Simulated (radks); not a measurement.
Removal energies from the neodymium ion Nd9+, [Kr] 4d10 5s2 5p(1/2: 2, 3/2: 1), by Delta-SCF beside the eigenvalue of the level emptied. Method: Dirac Kohn-Sham, BLYP, spin-unpolarised, spherical densities, finite nucleus; Fermi nuclear charge, rms radius of each element as measured or else 0.836 A^(1/3) + 0.57 fm; computed with a radial shooting solver on a logarithmic mesh with Libxc functionals. Sub-shells are occupied by j as written (lower j first in brackets).

removed from                             final configuration  Delta-SCF (eV)  -eigenvalue (eV)
5p3/2                       [Kr] 4d10 5s2 5p(1/2: 2, 3/2: 0)          147.12            139.13
5p1/2                       [Kr] 4d10 5s2 5p(1/2: 1, 3/2: 1)          152.76            144.50
5s1/2                       [Kr] 4d10 5s1 5p(1/2: 2, 3/2: 1)          173.99            165.26
4d5/2         [Kr] 4d(3/2: 4, 5/2: 5) 5s2 5p(1/2: 2, 3/2: 1)          281.90            267.25
